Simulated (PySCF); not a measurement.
Isomers of C8H13FSi, one GFN2-xTB conformer each. Single-point energies are computed at PBE0/pcSseg-1 (PySCF, gas phase, no added dispersion term), electronic only.

| SMILES | GFN2-xTB relative energy (kcal/mol) |
| --- | --- |
| C#CC[C@@](F)([SiH2]C)C(=C)C | 51.0 |
| C/C=C1\[SiH2][C@@H](C2CC2)[C@@H]1F | 26.0 |
| CC#C[Si@@H](F)[C@@H](C)C1CC1 | 0.0 |
| CC#C/C(=C\[SiH2]CF)CC | 42.4 |
| C#CC[C@](F)([SiH2]C)C1CC1 | 48.3 |
| C=C(C)[C@@H]1[SiH2]/C(=C\C)[C@H]1F | 27.7 |

Conformers: `[CH:1]#[C:2][CH2:3][C@@:4]([F:5])([SiH2:6][CH3:7])[C:8](=[CH2:9])[CH3:10]` with C2–C3–C4–F5 73°, C3–C4–Si6–C7 -65°, C3–C4–C8–C9 130°; `[CH3:1]/[CH:2]=[C:3]1\[SiH2:4][C@@H:5]([CH:6]2[CH2:7][CH2:8]2)[C@@H:9]1[F:10]` with Si4–C5–C6–C7 -34°, C2–C3–Si4–C5 -162°, C3–Si4–C5–C6 -131°, C5–C6–C7–C8 110°, Si4–C5–C9–F10 133°; `[CH3:1][C:2]#[C:3][Si@@H:4]([F:5])[C@@H:6]([CH3:7])[CH:8]1[CH2:9][CH2:10]1` with C3–Si4–C6–C7 -58°, Si4–C6–C8–C9 80°; `[CH3:1][C:2]#[C:3]/[C:4](=[CH:5]\[SiH2:6][CH2:7][F:8])[CH2:9][CH3:10]` with C4–C5–Si6–C7 178°, C5–Si6–C7–F8 -65°, C3–C4–C9–C10 65°; `[CH:1]#[C:2][CH2:3][C@:4]([F:5])([SiH2:6][CH3:7])[CH:8]1[CH2:9][CH2:10]1` with C2–C3–C4–F5 179°, C3–C4–Si6–C7 171°, C3–C4–C8–C9 -79°; `[CH2:1]=[C:2]([CH3:3])[C@@H:4]1[SiH2:5]/[C:6](=[CH:7]\[CH3:8])[C@H:9]1[F:10]` with C1–C2–C4–Si5 -111°, C2–C4–Si5–C6 -133°, C4–Si5–C6–C7 -163°, Si5–C6–C9–F10 -131°, C2–C4–C9–C6 136°.

Problem. What does PBE0/pcSseg-1 give for the same structures?

Solution. 
| SMILES | PBE0/pcSseg-1 E (Eh) | PBE0/pcSseg-1 (kcal/mol) | GFN2-xTB (kcal/mol) | point group |
| --- | --- | --- | --- | --- |
| CC#C[Si@@H](F)[C@@H](C)C1CC1 | -701.34835 | 0.0 | 0.0 | C1 |
| C=C(C)[C@@H]1[SiH2]/C(=C\C)[C@H]1F | -701.29210 | 35.3 | 27.7 | C1 |
| C/C=C1\[SiH2][C@@H](C2CC2)[C@@H]1F | -701.28465 | 40.0 | 26.0 | C1 |
| CC#C/C(=C\[SiH2]CF)CC | -701.26784 | 50.5 | 42.4 | C1 |
| C#CC[C@@](F)([SiH2]C)C(=C)C | -701.26044 | 55.2 | 51.0 | C1 |
| C#CC[C@](F)([SiH2]C)C1CC1 | -701.25729 | 57.1 | 48.3 | C1 |

Both levels put the same isomer lowest; measured from each level's own lowest isomer, the values differ by up to 14.0 kcal/mol (C/C=C1\[SiH2][C@@H](C2CC2)[C@@H]1F: 26.0 against 40.0). As drawn, the lowest has an Si–F bond, which the highest lacks. Neighbours under 2.5 kcal/mol apart (C#CC[C@@](F)([SiH2]C)C(=C)C and C#CC[C@](F)([SiH2]C)C1CC1) can change places with a better method, another conformer or zero-point energy.

Problem. Which frontier levels, dipoles and rotational constants go with these structures?

Solution. 
```tsv
SMILES	HOMO (eV, PBE0/pcSseg-1)	LUMO (eV)	dipole (D)	A, B, C (MHz)
CC#C[Si@@H](F)[C@@H](C)C1CC1	-7.50	-0.12	2.73	1356, 658.0, 544.4
C=C(C)[C@@H]1[SiH2]/C(=C\C)[C@H]1F	-6.72	-0.67	2.11	1971, 693.3, 601.8
C/C=C1\[SiH2][C@@H](C2CC2)[C@@H]1F	-7.34	-0.57	1.52	1982, 720.4, 590.5
CC#C/C(=C\[SiH2]CF)CC	-6.82	-1.00	2.73	1411, 541.6, 415.5
C#CC[C@@](F)([SiH2]C)C(=C)C	-7.02	0.18	1.76	1515, 856.8, 721.5
C#CC[C@](F)([SiH2]C)C1CC1	-7.51	0.71	1.22	1238, 1019, 730.6
```
